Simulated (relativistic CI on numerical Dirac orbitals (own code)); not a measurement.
# Radial parameters of Pb⁴³⁺

Computed by Dirac-Coulomb-Breit CI, KLI orbitals optimised for each configuration, model QED (radiative potential, 1s self-energy scaled to tabulated hydrogen-like ionisation energies), unscaled Slater integrals (own radial code, finite nucleus).

Slater integrals F^k, G^k are unscaled and averaged over j, outside the closed core [Ar] 3d10; ζ comes from projecting the Hamiltonian with its Breit term on Σ l·s of the shell.

- 4s2 4p6 4d3: F^2(4d,4d) = 276000, F^4(4d,4d) = 188120, ζ(4d) = 103880 cm⁻¹; <r>(4d) = 0.3624, <r^2>(4d) = 0.1502 (bohr units).
- 4s2 4p6 4d2 4f: F^2(4d,4d) = 275820, F^4(4d,4d) = 187990, ζ(4d) = 103770, F^2(4d,4f) = 278640, F^4(4d,4f) = 181010, G^1(4d,4f) = 276290, G^3(4d,4f) = 193860, G^5(4d,4f) = 143490, ζ(4f) = 19838 cm⁻¹; <r>(4d) = 0.3627, <r^2>(4d) = 0.1504, <r>(4f) = 0.3356, <r^2>(4f) = 0.1273 (bohr units).
- 4s2 4p5 4d4: ζ(4p) = 836410, F^2(4d,4d) = 275940, F^4(4d,4d) = 188070, F^2(4p,4d) = 276020, G^1(4p,4d) = 340760, G^3(4p,4d) = 218710, ζ(4d) = 103520 cm⁻¹; <r>(4p) = 0.3627, <r^2>(4p) = 0.1492, <r>(4d) = 0.3624, <r^2>(4d) = 0.1503 (bohr units).

Q: Give the Racah parameters of the d shell in 4s2 4p6 4d3.

A: B = F²/49 − 5F⁴/441 = 3500 cm⁻¹ and C = 35F⁴/441 = 14930 cm⁻¹.

Averages of the first 10 configurations, taken without configuration mixing, which lowers the lowest level and can move excited configurations by several eV; other configurations of the list can lie among them:

| Configuration | Parity | States | Average energy above the lowest level (eV) |
| --- | --- | --- | --- |
| 4s2 4p6 4d3 | even | 120 | 61.2 |
| 4s2 4p6 4d2 4f | odd | 630 | 310.3 |
| 4s2 4p5 4d4 | odd | 1260 | 330.0 |
| 4s 4p6 4d4 | even | 420 | 569.2 |
| 4s 4p6 4d3 4f | odd | 3360 | 815.7 |
| 4s2 4p6 4d2 5s | even | 90 | 710.9 |
| 4s2 4p6 4d 4f 5s | odd | 280 | 959.3 |
| 4s2 4p6 4d2 5p | odd | 270 | 813.7 |
| 4s2 4p6 4d2 5d | even | 450 | 936.5 |
| 4s2 4p5 4d3 5s | odd | 1440 | 977.6 |
